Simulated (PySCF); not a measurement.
Compound: C6H13FSi.
Geometry (GFN2-xTB, Å), atoms numbered from 1 in this order:
```
atom  x, y, z in Å
F1     2.556   -0.064   -1.588
C2     2.438   -0.426   -0.266
C3     0.988   -0.313    0.205
C4     0.501    1.132    0.061
C5    -0.829    1.401    0.763
C6    -2.007    0.714    0.075
Si7   -1.711   -1.159   -0.033
C8     0.107   -1.295   -0.568
H9     2.802   -1.457   -0.195
H10    3.100    0.241    0.296
H11    0.985   -0.583    1.268
H12    0.407    1.369   -1.001
H13    1.259    1.798    0.482
H14   -0.999    2.482    0.784
H15   -0.761    1.061    1.800
H16   -2.925    0.942    0.616
H17   -2.124    1.134   -0.926
H18   -1.887   -1.775    1.290
H19   -2.597   -1.799   -1.009
H20    0.204   -1.079   -1.634
H21    0.483   -2.308   -0.421
```

NICS = −σ at a ghost point: NICS(0) at the centroid of the ring atoms, NICS(1) 1 Å to either side along the normal of their mean plane, zz for the tensor component along that normal. Level: GIAO PBE0/pcSseg-1 (PySCF, non-relativistic, gas phase) on the GFN2-xTB geometry, one conformer.

Ring bond lengths (Å), with Mayer bond orders in brackets: C3–C4 1.532 (0.98), C4–C5 1.527 (1.04), C5–C6 1.528 (1.04), C6–Si7 1.899 (0.92), Si7–C8 1.899 (0.91), C8–C3 1.529 (0.99).

Give the NICS values of each ring in ppm.

```tsv
ring	type	NICS(0)	NICS(1), two faces	NICS(1)zz, two faces	rms pucker (Å)	centre to ring atoms, mean (Å)
C3–C4–C5–C6–Si7–C8	6-membered ring with Si; formal bonds all single	-2.4	-2.5 / -1.9	4.1 / 3.4	0.25	1.59
```

What do they say, and how far can they be read as aromaticity?

- C3–C4–C5–C6–Si7–C8: mean NICS(1)zz 3.7 ppm, deshielded. C3, C4, C5, C6, Si7, C8 have four or more neighbours, so the value isn't read as a sign of a π ring current.

What is the mean of the two in-plane components of NICS at the second NICS(1) probe listed for ring C3–C4–C5–C6–Si7–C8, 1 Å off the ring?

The isotropic value is a third of the trace: (3 × -1.9 − (3.4))/2 = -4.5 ppm.

List the ring angles and the Hirshfeld charges of the ring atoms.

- C3–C4–C5–C6–Si7–C8: C3 112.0° (-0.029 e), C4 113.6° (-0.072 e), C5 112.6° (-0.066 e), C6 110.4° (-0.160 e), Si7 103.6° (+0.339 e), C8 111.3° (-0.165 e); sum 663.6° against 720° for a flat convex ring.

What are the shieldings of the ring atoms and their hydrogens in the same run (means over atoms taken as equivalent)?

```tsv
atoms	environment	σ isotropic (ppm)	principal values of the symmetric part, first atom (ppm)
C3	sp3 CH carbon	144.4	128.1, 147.1, 158.0
C4	ring CH2 carbon	151.3	143.8, 154.5, 155.6
C5	ring CH2 carbon	157.8	152.4, 154.3, 166.8
C6	sp3 carbon bound to silicon	176.8	159.7, 183.0, 187.6
Si7	SiH2 silicon	395.6	377.0, 386.7, 423.2
C8	sp3 carbon bound to silicon	174.6	156.4, 175.7, 191.8
H11	methine hydrogen	30.57	27.8, 29.0, 35.0
H12	methylene hydrogen	30.34	26.5, 30.4, 34.1
H13	methylene hydrogen	30.04	24.3, 29.5, 36.3
H14	methylene hydrogen	29.43	23.4, 28.0, 36.9
H15	methylene hydrogen	30.34	26.8, 28.6, 35.6
H16	methylene hydrogen	30.80	25.9, 27.8, 38.7
H17	methylene hydrogen	31.05	27.3, 28.5, 37.4
H18	Si–H hydrogen	27.59	24.3, 25.3, 33.1
```

The list is cut; further classes of hydrogen are left out.
